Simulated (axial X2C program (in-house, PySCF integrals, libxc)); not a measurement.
Spin–orbit effects along a row: molecules with F, MP2

All values come from calculations with an in-house all-electron X2C program for linear molecules (integrals from PySCF), spin-free (one-electron X2C) or two-component (2c: spin–orbit coupling with atomic mean-field Coulomb and Gaunt terms, which also bring small scalar terms), in Dyall basis sets with cores contracted in-house; open shells are unrestricted.

Basis sets: Br dyall-cv3z, Ca dyall-cv3z, Cr dyall-cv3z, Cu dyall-v3z, F dyall-av3z, F dyall-v3z, Ga dyall-cv3z, Ge dyall-cv3z. Frozen shells (counts by l): CaF Ca 3s2p, F 1s, 9 electrons correlated; CrF Cr 3s2p, F 1s, 13 electrons correlated; CuF Cu 3s2p, F 1s, 18 electrons correlated; GaF Ga 3s2p1d, F 1s, 10 electrons correlated; GeF Ge 3s2p1d, F 1s, 11 electrons correlated; BrF Br 3s2p1d, F 1s, 14 electrons correlated. Where the outer core of a metal is frozen, bonds come out longer and ionisation energies lower. Frozen cores can differ along the series, which adds to the trend.

```tsv
molecule	spin-free state	Re (Å)	ωe (cm⁻¹)	De (eV)	2c state	Re 2c (Å)	ωe 2c (cm⁻¹)	De 2c (eV)
CaF	M_S = 1/2, Λ = 0	2.003	553.0	5.92	Ω = 1/2	2.003	553.0	5.91
CrF	M_S = 5/2, Λ = 0	1.790	672.0	5.08	Ω = 5/2	1.791	671.8	5.06
CuF	M_S = 0, Λ = 0	1.720	639.2	4.48	Ω = 0	1.721	638.6	4.47
GaF	M_S = 0, Λ = 0	1.794	608.1	6.43	Ω = 0	1.795	607.8	6.36
GeF	M_S = 1/2, Λ = 1	1.761	654.0	5.54	Ω = 1/2	1.762	652.8	n/a
BrF	M_S = 0, Λ = 0	1.763	684.8	2.90	Ω = 0	1.765	680.5	2.76
```

Each entry is the lowest single determinant of a limited PBE0 search at one distance. De goes to single-determinant-based atoms at the same level (for ions the charge split of lowest energy) and is withheld (n/a) where an atom does not fit its ground term or J level. Main or longest-lived isotopes. One determinant is a doubtful description, or other states lie close, for CrF; these need not be ground states, and all values refer to the states named. With several unpaired electrons the Ω given is that of one determinant, not necessarily of the lowest component.
